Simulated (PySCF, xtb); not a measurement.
Constitutional and geometric isomers with formula H8Si4. All species are isolated molecules in the gas phase. One relaxed conformer stands for each flexible species; it need not be the lowest. Strings in code marks are SMILES.

Quantity: electronic energy of isomers of H8Si4 relative to `[SiH2]1[SiH2][SiH2][SiH2]1`, in kJ/mol.

Level 1: PBE0-D3(BJ)/def2-TZVP (PySCF)
Level 2: GFN2-xTB (xtb)

```tsv
species	level 1	level 2
`[SiH3][SiH]1[SiH2][SiH2]1`	72.4	89.8
`[SiH2]=[Si]([SiH3])[SiH3]`	121.7	34.11
`[SiH3]/[SiH]=[SiH]\[SiH3]`	126.5	35.00
`[SiH3]/[SiH]=[SiH]/[SiH3]`	127.0	32.62
`[SiH2]=[SiH][SiH2][SiH3]` (Si–Si–Si–Si torsion 96°)	139.4	50.8
```
